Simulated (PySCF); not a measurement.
# `C[n+]1ccccc1`, [C6H8N]+, charge +1

Cartesian coordinates in Å; atom numbers follow the order of the lines, from 1:
```xyz
15

C     2.028   -0.233    0.009
N     0.570   -0.045    0.076
C    -0.226   -1.126    0.109
C    -1.592   -0.996    0.199
C    -2.147    0.277    0.254
C    -1.309    1.383    0.219
C     0.052    1.191    0.128
H     2.393   -0.577    0.977
H     2.259   -0.970   -0.759
H     2.499    0.713   -0.246
H     0.266   -2.091    0.062
H    -2.210   -1.885    0.222
H    -3.221    0.405    0.323
H    -1.700    2.393    0.258
H     0.754    2.016    0.096
```

Total charge +1.

Computed, not measured: PySCF 2.14.0, UKS BHandHLYP/def2-SVP four-point reorganisation energy, gas phase. Geometry: BHandHLYP/def2-SVP.

(1) What is the inner reorganisation energy for electron transfer, with the electron affinity?

Answers

(1) λ = 0.199 (surface of the reduced species) + 0.209 (surface of the starting species) = 0.408 eV. The electron affinity is 4.68 eV vertical and 4.88 eV adiabatic without zero-point energy; at the relaxed geometry of the reduced species the two energies differ by 5.08 eV. Largest bond changes: N2–C3 1.343 → 1.392 Å, C7–N2 1.341 → 1.389 Å, C1–N2 1.471 → 1.435 Å, C5–C6 1.388 → 1.416 Å, C4–C5 1.390 → 1.412 Å. ⟨S²⟩ of the relaxed reduced species 0.806.
